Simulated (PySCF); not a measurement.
## Vertical excitation energies

Compound: C₃H₉NSi.
Structure used (GFN2-xTB), in Å, numbered top down from 1:
```
atom  x, y, z in Å
C1    -0.5261   -1.0667    0.3392
C2    -1.3163    0.1777   -0.0557
N3    -0.4281    1.3036    0.1551
Si4    1.2363    0.9449   -0.0554
C5     0.8869   -0.9165   -0.2209
H6    -1.0207   -1.9716   -0.0191
H7    -0.4737   -1.1125    1.4282
H8    -1.6338    0.1059   -1.1062
H9    -2.2151    0.2873    0.5602
H10   -0.8549    2.2056    0.0313
H11    1.9818    1.3319    1.1449
H12    1.8729    1.4874   -1.2628
H13    0.9053   -1.2165   -1.2688
H14    1.5848   -1.5609    0.3077
```

Computed with PySCF 2.14.0, density-fitted response routines, TDDFT PBE0/def2-SVPD, vertical, gas phase, core orbitals frozen in the response.

**Question.** Predict the UV-vis stick spectrum at this level.

**Answer.** 

| state | λ (nm) | E (eV) | f | main configurations (H = HOMO, L = LUMO) |
| --- | --- | --- | --- | --- |
| S1 | 216.6 | 5.72 | 0.0054 | H→L (94%) |
| S2 | 206.5 | 6.00 | 0.010 | H→L+1 (92%) |
| S3 | 180.8 | 6.86 | 0.0028 | H→L+2 (66%), H→L+3 (28%) |
| S4 | 176.5 | 7.03 | 0.0010 | H→L+3 (65%), H→L+2 (31%) |
| S5 | 172.1 | 7.20 | 0.0005 | H→L+4 (92%) |
| S6 | 166.4 | 7.45 | 0.018 | H→L+5 (49%), H→L+6 (47%) |
| S7 | 164.8 | 7.52 | 0.028 | H→L+6 (46%), H→L+5 (44%) |
| S8 | 159.9 | 7.75 | 0.043 | H-1→L (86%) |

Triplets, Tamm–Dancoff:

```json
{"state": "T1", "E (eV)": "5.46", "λ (nm)": "227.2", "main configurations (H = HOMO, L = LUMO)": "H→L (83%), H→L+1 (13%)"}
{"state": "T2", "E (eV)": "5.84", "λ (nm)": "212.3", "main configurations (H = HOMO, L = LUMO)": "H→L+1 (81%), H→L (13%)"}
{"state": "T3", "E (eV)": "6.70", "λ (nm)": "184.9", "main configurations (H = HOMO, L = LUMO)": "H→L+2 (47%), H→L+3 (39%)"}
```

The lowest singlet lies at 5.72 eV (217 nm, ultraviolet) and is weak; its leading configuration is HOMO→LUMO (94%). The most intense listed level is S8 at 7.75 eV (160 nm, f = 0.043), 2.03 eV above S1. It is the last of those listed, so stronger ones may follow. Löwdin shares by element: HOMO nitrogen 56%, carbon 12% or more, silicon 10%, hydrogen 6% or more (atoms not listed hold the other 17%); LUMO silicon 31%, hydrogen 21% or more, carbon 10% or more (atoms not listed hold the other 39%). The listed states span 2.03 eV, and the widest gap between neighbours is 0.85 eV (S2 to S3). Of the 8 states listed, 4 reach f = 0.01 and 1 stays under 0.0005. The oscillator strengths of these states sum to 0.109; summed over the whole spectrum of an exact calculation they would give the number of electrons, 48 (Thomas–Reiche–Kuhn). The window holds the lowest 8 singlets.

The run took 8.4 s of wall time on an x86-64 server with one thread, on a shared host.

One conformer stands for the species.
